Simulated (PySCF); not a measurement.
chlorotrifluoromethane (CClF3), SMILES FC(F)(Cl)F. Atoms are numbered in the order given.

```xyz
5

F      1.0776     0.6222     0.8118
C      0.0000     0.0000     0.3559
F      0.0000    -1.2443     0.8118
F     -1.0776     0.6222     0.8118
Cl     0.0000     0.0000    -1.4150
```

Coordinates come from a r2SCAN-D4/def2-SVP optimisation.

The numbers are results of KT2/pcSseg-2 (PySCF), not measurements.

GIAO shieldings, no solvent; atoms alike by connectivity are averaged. δ = σ(ref) − σ: ¹⁹F against CFCl3 (σ = 125.1 ppm); ¹³C against TMS (σ = 184.2 ppm); ³⁵Cl against HCl (σ = 945.0 ppm), references at their B3LYP-D3(BJ)/def2-TZVP geometries, non-relativistic (without spin–orbit terms, shifts of atoms bonded to Cl or Br come out too high).

Computed chemical shifts:
```json
[
 {"nucleus": "¹⁹F", "atoms": "F1, F3, F4", "count": "3", "δ (ppm)": "-59.0"},
 {"nucleus": "¹³C", "atoms": "C2", "count": "1", "δ (ppm)": "145.7"},
 {"nucleus": "³⁵Cl", "atoms": "Cl5", "count": "1", "δ (ppm)": "371.4"}
]
```
